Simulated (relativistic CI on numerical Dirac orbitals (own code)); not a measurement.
## Radial parameters of Tm LXI

Method of calculation: Dirac-Coulomb-Breit CI, KLI orbitals optimised for each configuration, model QED, unscaled Slater integrals (own radial code, finite nucleus).

Slater integrals F^k, G^k are unscaled and averaged over j, outside the closed core 1s2; ζ comes from projecting the Hamiltonian with its Breit term on Σ l·s of the shell.

- 2s2 2p5: ζ(2p) = 5.4163e+06 cm⁻¹; <r>(2p) = 0.07295, <r^2>(2p) = 0.00649 (bohr units).
- 2p6 3p: ζ(3p) = 1.519e+06 cm⁻¹; <r>(3p) = 0.1897, <r^2>(3p) = 0.04168 (bohr units).
- 2s2 2p4 3s: F^2(2p,2p) = 1.2965e+06, ζ(2p) = 5.4838e+06, G^1(2p,3s) = 138900 cm⁻¹; <r>(2p) = 0.07256, <r^2>(2p) = 0.006418, <r>(3s) = 0.1953, <r^2>(3s) = 0.0436 (bohr units).

Averages of the first 10 configurations, taken without configuration mixing, which lowers the lowest level and can move excited configurations by several eV; other configurations of the list can lie among them:

```
Configuration  Parity  States  Average energy above the lowest level (eV)
      2s2 2p5     odd       6                                       336.8
       2s 2p6    even       2                                      1441.4
       2p6 3s    even       2                                     10198.8
       2p6 3p     odd       6                                     10501.4
   2s2 2p4 3s    even      30                                      8000.1
       2p6 3d    even      10                                     10771.7
   2s2 2p4 3p     odd      90                                      8312.9
   2s2 2p4 3d    even     150                                      8583.6
    2s 2p5 3s     odd      24                                      9071.0
    2s 2p5 3p    even      72                                      9378.7
```
